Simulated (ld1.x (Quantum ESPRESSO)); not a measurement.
**Ge (Z = 32) RRKJ: all-electron and pseudo phase curves**

```
Element                 : germanium (Ge)
Generator               : ld1.x (Quantum ESPRESSO) 7.5
Type                    : norm-conserving RRKJ (Kleinman–Bylander form)
Functional              : BLYP
Relativity              : scalar-relativistic
Frozen core             : [Ar] 3d10
Valence charge          : 4
Reference configuration : 4s2 4p2
Partial waves           : 4s (bound): rc 1.80 bohr; 4p (bound): rc 2.45 bohr
Local potential         : all-electron potential smoothed inside 1.45 bohr (lloc = -1)
Core correction         : none
rho0                    : 0.01
```

The phase is arctan(r·u′/u) with u = r·R(r), unwrapped; energies in Ry, scanned from -3 to 5 Ry. A pole is an energy at which the radial function vanishes at the test radius. The pseudo phase is shifted by a multiple of π to meet the all-electron one at the reference energy, and phase errors are pseudo minus all-electron; the curves can meet again beyond the range given. Levels narrower than the energy grid can be missing from the lists of poles.

For each channel, where are the poles, and over which energies does the pseudopotential scatter like the atom?

| channel | radius (bohr) | reference energy (Ry) | poles, all-electron | poles, pseudo | unbroken range about the reference energy with phases within 0.05 rad | phase error 1 Ry above the reference energy (rad) |
| --- | --- | --- | --- | --- | --- | --- |
| s | 2.66 | -0.86 | -0.04 | -0.07, 1.14 | below 0.6 | -0.011 |
| p | 2.66 | -0.28 | 1.06 | 1.03 | below 2.5 | -0.003 |

Phases in the s channel:

```csv
E (Ry),all-electron,pseudo
-3.00,1.296,1.296
-2.76,1.274,1.274
-2.52,1.247,1.246
-2.28,1.209,1.208
-2.04,1.155,1.153
-1.80,1.068,1.066
-1.56,0.910,0.907
-1.32,0.551,0.546
-1.08,-0.283,-0.286
-0.84,-1.022,-1.022
-0.60,-1.325,-1.326
-0.36,-1.467,-1.470
-0.12,-1.550,-1.556
0.12,-1.608,-1.619
0.36,-1.653,-1.674
0.60,-1.692,-1.739
0.84,-1.729,-1.908
1.08,-1.766,-4.627
1.32,-1.807,-4.822
1.56,-1.855,-4.889
1.80,-1.916,-4.944
2.04,-1.997,-5.002
2.28,-2.115,-5.073
2.52,-2.302,-5.171
2.76,-2.622,-5.317
3.00,-3.126,-5.560
3.24,-3.657,-5.975
3.48,-4.012,-6.537
3.72,-4.218,-6.996
3.96,-4.344,-7.268
4.20,-4.427,-7.428
4.44,-4.487,-7.529
4.68,-4.531,-7.598
4.92,-4.565,-7.648
```
